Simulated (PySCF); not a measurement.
Deuteron quadrupole couplings in `C=CC(C=C)[SiH2]P`

Species: C5H11PSi.
Cartesian coordinates in Å at the GFN2-xTB level; atoms count from 1:
```
atom  x, y, z in Å
C1    -0.5421   -1.7145    1.6450
C2     0.1145   -1.3956    0.5424
C3     0.4506   -0.0024    0.1379
C4     1.7651    0.1036   -0.5458
C5     2.6561    1.0524   -0.3192
Si6   -0.9291    0.5897   -1.0749
P7    -2.8709    0.2559   -0.0144
H8    -0.7885   -2.7335    1.8882
H9    -0.8518   -0.9660    2.3571
H10    0.4184   -2.1669   -0.1537
H11    0.4333    0.6519    1.0143
H12    1.9613   -0.6586   -1.2887
H13    3.5894    1.0994   -0.8532
H14    2.4876    1.8230    0.4152
H15   -0.9398   -0.2472   -2.2795
H16   -0.6426    1.9746   -1.4747
H17   -2.7132    1.3035    0.8784
H18   -3.6070    1.0371   -0.8860
```

Level: PBE0/pcSseg-1 (PySCF, non-relativistic); Q(2H) = 0.00286 b; rigid geometry, the same for H and D, with no vibrational averaging.

**Question.** Rank these positions by the coupling χzz of a deuteron there, largest first.
A. H11 (methine hydrogen)
B. H8 (vinylic hydrogen)
C. H12 (vinylic hydrogen)
D. H18 (P–H hydrogen)
E. H15 (Si–H hydrogen)

**Answer.** B (228 kHz), C (217 kHz), A (203 kHz), D (146 kHz), E (108 kHz).

**Question.** Tabulate Vzz, the asymmetry η and χzz = 234.96 MHz × Q × Vzz for every hydrogen position.

**Answer.** 
| atom | bonded to | bond length (Å) | Vzz (au) | η | χzz (kHz) |
| --- | --- | --- | --- | --- | --- |
| H8 | C1 | 1.076 | 0.3397 | 0.06 | 228 |
| H9 | C1 | 1.079 | 0.3347 | 0.06 | 225 |
| H10 | C2 | 1.083 | 0.3232 | 0.07 | 217 |
| H11 | C3 | 1.094 | 0.3027 | 0.05 | 203 |
| H12 | C4 | 1.082 | 0.3233 | 0.06 | 217 |
| H13 | C5 | 1.076 | 0.3394 | 0.06 | 228 |
| H14 | C5 | 1.078 | 0.3363 | 0.06 | 226 |
| H15 | Si6 | 1.467 | 0.1610 | 0.02 | 108 |
| H16 | Si6 | 1.470 | 0.1587 | 0.01 | 107 |
| H17 | P7 | 1.385 | 0.2135 | 0.07 | 143 |
| H18 | P7 | 1.383 | 0.2167 | 0.08 | 146 |

**Question.** Average by the element that carries the hydrogen.

**Answer.** on C: 221 kHz over 7 positions, mean bond length 1.081 Å; on Si: 107 kHz over 2 positions, mean bond length 1.468 Å; on P: 145 kHz over 2 positions, mean bond length 1.384 Å.

**Question.** How does χzz go with the bond length over the 7 C–H bonds?

**Answer.** A straight-line fit has a slope of -14.4 kHz for each 0.01 Å, with a correlation coefficient of -0.99, over lengths from 1.076 to 1.094 Å. The longer bonds have the smaller couplings here.

The structure is a single GFN2-xTB conformer in the gas phase; no vibrational or solvent corrections. GFN2-xTB bond lengths can be off by several hundredths of an ångström, more for odd bonds, and the gradients follow them. These gradients aren't converged with respect to the basis.
